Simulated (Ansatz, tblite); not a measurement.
Removing and adding an electron: BiH2(vinyl) (C₂H₅Bi). The state is a singlet with charge 0. Geometry: PBE-D4/def2-TZVP. Ansatz, gas phase; energy differences of separate SCF runs; the oxidised species was run as a doublet alone; the reduced species was run as a doublet alone.

```tsv
atom	x (Å)	y (Å)	z (Å)
Bi1	-0.2444	1.7705	0.1707
H2	0.2051	2.1402	-1.5452
H3	-1.9880	1.7546	-0.3207
C4	-0.0298	-0.4544	-0.1465
C5	0.6552	-1.2153	0.7089
H6	-0.5065	-0.8926	-1.0276
H7	1.1438	-0.8076	1.5996
H8	0.7646	-2.2954	0.5609
```

In the def2 sets Bi takes a core potential; there is no spin–orbit coupling. The xTB rows come from tblite. Correlated methods freeze 6 core orbitals; core or outer-core shells of Bi are correlated, in sets that lack core-valence functions.

```tsv
level	−HOMO (eV)	vertical IE (eV)	−LUMO (eV)	vertical EA (eV)	HOMO–LUMO gap (eV)	IE − EA (eV)	remarks
GFN1-xTB	10.59	13.72	6.07	2.47	4.53	11.25	–
GFN2-xTB	10.30	13.34	5.76	2.10	4.53	11.24	–
HF/def2-TZVPP	–	8.52	–	–	–	–	spin-contaminated (⟨S²⟩ 0.97) (+1 doublet)
PBE-D4/def2-TZVP	6.35	9.23	1.30	–	5.05	–	–
PBE-D4/def2-TZVPD	6.36	–	1.34	-0.72	5.02	–	HOMO above zero (-1 doublet)
r2SCAN-D4/def2-TZVP	6.58	9.28	1.10	–	5.49	–	–
r2SCAN-D4/def2-TZVPD	6.59	–	1.12	-0.83	5.46	–	HOMO above zero (-1 doublet)
PBE0-D4/def2-TZVP	7.36	9.36	0.36	–	7.01	–	–
PBE0-D4/def2-TZVPD	7.37	–	0.46	-0.83	6.91	–	HOMO above zero (-1 doublet)
CCSD/def2-TZVPP	–	9.44	–	–	–	–	spin-contaminated (⟨S²⟩ 0.97) (+1 doublet)
CCSD(T)/def2-TZVPP	–	9.48	–	–	–	–	spin-contaminated (⟨S²⟩ 0.97) (+1 doublet)
```

Run but left out: MP2/def2-TZVPP (charge +1 doublet: ⟨S²⟩ 0.97, where a pure state has 0.75).   A HOMO above zero means that the electron is unbound at that level or that self-interaction error raises the level; the energy of removing that electron tells which. Raw xTB energy differences between charge states are shifted by several eV; the methods need an empirical correction for them. A negative affinity means that the extra electron isn't bound; its size then hangs on the basis.
